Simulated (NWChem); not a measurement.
System: GeICl, singlet; SMILES [I][Ge][Cl]

Here is an NWChem input.

```
start job
memory heap 200 mb stack 900 mb global 1100 mb
geometry units angstroms
  Ge     0.559505     0.630421     1.064943
  Cl     1.336112     2.113636    -0.291057
  I     -0.693527    -0.951334    -0.528261
end
basis spherical
  * library def2-svp
end
ecp
  I library def2-ecp
end
dft
  xc pbe0
  iterations 150
end
driver
  maxiter 120
end
task dft optimize
dft
  grid fine
  convergence energy 1d-8 density 1d-7
end
task dft freq numerical
```

Low-valent species are run as closed-shell singlets; no triplet was tried in these runs. def2 effective core potentials on I; no spin-orbit coupling.

The level has its own optimisation; frequencies are unscaled.

Q: Give the results of this calculation. (PBE0/def2-SVP with def2 effective core potentials on I.) Quantities: r Cl–Ge (Å); r Ge–I (Å); highest harmonic frequency (cm⁻¹); lowest (cm⁻¹); zero-point energy (kcal/mol).

A: The r Cl–Ge (Å) is 2.192 and the r Ge–I (Å) is 2.563. The highest harmonic frequency (cm⁻¹) is 402, the lowest (cm⁻¹) is 115 and the zero-point energy (kcal/mol) comes out as 1.1.
